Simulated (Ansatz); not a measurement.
`O[Si@@H](F)N[Si@@H](O)F` + `C[SiH](F)S` → `O[SiH2]N[SiH](O)F` + `FC[SiH](F)S`  (redistribution)

Program: Ansatz. Geometries: PBE0-D4/def2-TZVP. ΔE: electronic, gas phase. CBS: MP2 limit from def2 TZ/QZ plus the TZ coupled-cluster correction, frozen cores. Functionals use def2-TZVPP. B3LYP here is the variant with VWN-RPA as its local correlation; programs differ in this. Each species was taken in one conformer, which may not be the lowest.

```
             level  ΔE (eV)  difference from CCSD(T)/CBS
            PBE-D4     2.80                        -0.22
         r2SCAN-D4     3.00                        -0.02
           PBE0-D4     2.90                        -0.12
          B3LYP-D4     2.90                        -0.12
           ωB97X-V     2.89                        -0.13
           ωB97M-V     2.96                        -0.06
            B2PLYP     2.97                        -0.05
               PBE     2.78                        -0.24
            r2SCAN     3.00                        -0.02
              PBE0     2.89                        -0.13
             B3LYP     2.88                        -0.14
     HF/def2-TZVPP     2.99                        -0.03
    MP2/def2-TZVPP     3.10                         0.08
SCS-MP2/def2-TZVPP     3.01                        -0.01
   CCSD/def2-TZVPP     3.00                        -0.02
CCSD(T)/def2-TZVPP     2.99                        -0.03
     HF/def2-QZVPP     3.01                        -0.01
    MP2/def2-QZVPP     3.12                         0.10
SCS-MP2/def2-QZVPP     3.04                         0.02
      HF/CBS(def2)     3.01                        -0.01
     MP2/CBS(def2)     3.13                         0.11
    CCSD/CBS(def2)     3.03                         0.01
       CCSD(T)/CBS     3.02                            0
```

Largest T1 diagnostic among the species: 0.012.

From PBE to PBE0 (25 % exact exchange), in def2-TZVPP and without D4, ΔE moves by +0.10 eV.
